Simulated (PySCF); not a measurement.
# Bonding in (CH3)3CCHF2

Compound: (CH3)3CCHF2, C₅H₁₀F₂.
Numbering: `[CH3:1][C:2]([CH3:3])([CH3:4])[CH:5]([F:6])[F:7]` (hydrogens: H8, H9, H10 on C1; H11, H12, H13 on C3; H14, H15, H16 on C4; H17 on C5)

Cartesian coordinates in Å at the PBE0-D3(BJ)/def2-TZVP level; atoms count from 1:
```
atom  x, y, z in Å
C1    -1.0549   -0.9944   -0.4957
C2     0.0120   -0.0189   -0.0112
C3     0.7929    0.5495   -1.1927
C4     0.9680   -0.7093    0.9569
C5    -0.6394    1.1429    0.7198
F6    -1.3552    0.7136    1.7939
F7    -1.5114    1.8069   -0.0865
H8    -0.5821   -1.8195   -1.0332
H9    -1.6170   -1.4121    0.3412
H10   -1.7580   -0.5060   -1.1723
H11    0.1294    1.0262   -1.9160
H12    1.5289    1.2895   -0.8651
H13    1.3327   -0.2525   -1.7008
H14    1.4785   -1.5309    0.4500
H15    0.4374   -1.1161    1.8192
H16    1.7335   -0.0179    1.3218
H17    0.0957    1.8713    1.0820
```

Bond orders from the PBE0/pcSseg-2 density (PySCF). Geometry: PBE0-D3(BJ)/def2-TZVP; no solvent, vibrations or thermal averaging.

(1) Where do the orders between heavy atoms depart from those drawn in the SMILES?

(2) Give the Mayer order of every bond between heavy atoms, beside its length.

Results:

(1) The largest departure is 0.054, at C5–F6 (drawn single, 0.946) and C5–F7 (drawn single, 0.946).

(2) 
```
 bond  drawn as  length (Å)  Mayer order
C1–C2    single       1.525        0.991
C2–C3    single       1.526        0.997
C2–C4    single       1.526        0.997
C2–C5    single       1.519        0.975
C5–F6    single       1.360        0.946
C5–F7    single       1.361        0.946
```

By pair of heavy elements: C–C: lowest C2–C5 (0.975, 1.519 Å), highest C2–C3 and C2–C4 (0.997, 1.526 Å); in 2 of the 6 pairs the longer bond (by over 0.003 Å) has the higher order (by 0.02 or more). C–F: all 2 within 0.02 of one another (0.946 to 0.946). Bonds named together lie within 0.004.

Problem. And the bonds to hydrogen?

Solution. C–H: 0.99 to 1.00 (10 bonds).

Problem. Sum the orders of all bonds at each heavy atom with more than one neighbour and set the sums beside the valence in the SMILES.

Solution. C1 3.978 (drawn 4), C2 3.960 (drawn 4), C3 3.983 (drawn 4), C4 3.982 (drawn 4), C5 3.872 (drawn 4). Orders between atoms that aren't bonded are not in these sums.

For a closed shell the Mayer order of atoms A and B is Σ (PS)μν (PS)νμ over the basis functions μ on A and ν on B, with P the density and S the overlap matrix.
